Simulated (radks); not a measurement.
Results of a calculation; reference values are marked as such.
How relativity changes the ionisation of the tellurium ion Te3+ ([Kr] 4d10 5s2 5p1) to Te4+ ([Kr] 4d10 5s2). Spin-unpolarised spherical Kohn-Sham, PBEsol, point nucleus unless stated (finite: rms radius 4.7423 fm), a radial shooting solver on a logarithmic mesh with Libxc functionals. A level marked "c x" has the speed of light scaled by that factor and shares open shells by 2j + 1; other Dirac levels either fill j = l - 1/2 first or share by 2j + 1.

\begin{tabular}{lrrrrr}
level & E(Te3+) (hartree) & E(Te4+) (hartree) & IE (eV) & HOMO & <r> HOMO (bohr) \\ \hline
non-rel. & -6609.06919 & -6607.73407 & 36.331 & 5p & 2.245 \\
scalar-rel. & -6789.57598 & -6788.23374 & 36.524 & 5p & 2.222 \\
scalar-rel., finite nucleus & -6789.36767 & -6788.02541 & 36.525 & 5p & 2.222 \\
Dirac, 2j+1 shares & -6791.89243 & -6790.54885 & 36.561 & 5p3/2 & 2.244 \\
Dirac, low j first & -6791.92278 & -6790.54885 & 37.386 & 5p1/2 & 2.177 \\
Dirac, 2j+1 shares, finite nucleus & -6791.68343 & -6790.33984 & 36.561 & 5p3/2 & 2.244 \\
Dirac, c x 1.25 & -6722.97981 & -6721.63945 & 36.473 & 5p3/2 & 2.244 \\
Dirac, c x 2 & -6652.34692 & -6651.00982 & 36.384 & 5p3/2 & 2.245 \\
Dirac, c x 5 & -6615.89434 & -6614.55890 & 36.339 & 5p3/2 & 2.245 \\
\end{tabular}

NIST Atomic Spectra Database: 37.416 eV (measured). The relativistic part of the total energy of Te3+ is -182.6 hartree (Dirac, 2j+1 shares, finite nucleus), 2.8 % of the non-relativistic value. Spin polarisation and multiplet splitting of open shells are left out at every level.

Beside tabulated values, note that relativity, absent from the non-relativistic runs, is large for the heavy elements, and spin-unpolarised runs miss the spin-polarisation part of the exchange energy of open shells.
